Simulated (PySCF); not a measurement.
A TDDFT job was run through a driver script with this input:

```
{"job": {"kind": "uv", "xc": "PBE0", "basis": "def2-SVPD", "nstates": 8, "ntriplets": 3}, "charge": 0, "multiplicity": 1}
C     -2.234347     0.235698     0.340773
C     -0.975631    -0.519451     0.628929
O     -0.523156    -0.682993     1.735355
C     -0.235031    -0.996591    -0.595064
P      0.922016     0.395091    -0.958168
C      2.157573     0.416897     0.374574
O      0.244007     1.672235    -1.192457
H     -2.686931     0.590376     1.262788
H     -1.976833     1.083190    -0.294975
H     -2.938503    -0.392365    -0.200542
H      0.332929    -1.901974    -0.388460
H     -0.889667    -1.128304    -1.456466
H      1.613916    -0.084523    -2.072476
H      2.854772     1.227904     0.170912
H      1.639759     0.621453     1.311547
H      2.687528    -0.527699     0.446803
```

Method used: TDDFT PBE0/def2-SVPD, vertical, gas phase, core orbitals frozen in the response (PySCF). Job line and output are in the format of a driver script around the code.

Task: What does the script print for it, SCF cycles aside?

Result: 
```
converged SCF energy = -648.8730843585

Static polarisability (au): isotropic 76.297, principal 68.494 76.678 83.719

Singlet excitations
state   eV       nm        f      main configurations
  1   4.4285    280.0   0.00172   H->L 0.94
  2   6.0251    205.8   0.02809   H-1->L 0.61, H-2->L 0.35
  3   6.0910    203.6   0.00286   H-2->L 0.61, H-1->L 0.37
  4   6.9801    177.6   0.01935   H->L+1 0.95
  5   7.5358    164.5   0.03581   H-1->L+1 0.74, H-1->L+4 0.10
  6   7.5602    164.0   0.00746   H->L+3 0.36, H-2->L+1 0.20, H-2->L+4 0.12
  7   7.6394    162.3   0.00469   H->L+2 0.56, H-2->L+1 0.23
  8   7.6500    162.1   0.01701   H->L+2 0.35, H->L+3 0.27, H-2->L+1 0.14

Triplet excitations (Tamm-Dancoff, eV): 3.8464 5.5016 5.9505
```

The structure is a single GFN2-xTB conformer in the gas phase; no vibrational or solvent corrections.

H and L stand for HOMO and LUMO.

Cost: about 90 s of CPU time on one thread; the machine was shared, so the figure is rough.

The values belong to the conformer `[CH3:1][C:2](=[O:3])[CH2:4][P@H:5]([CH3:6])=[O:7]`: C1–C2–C4–P5 91°, C2–C4–P5–C6 69°.
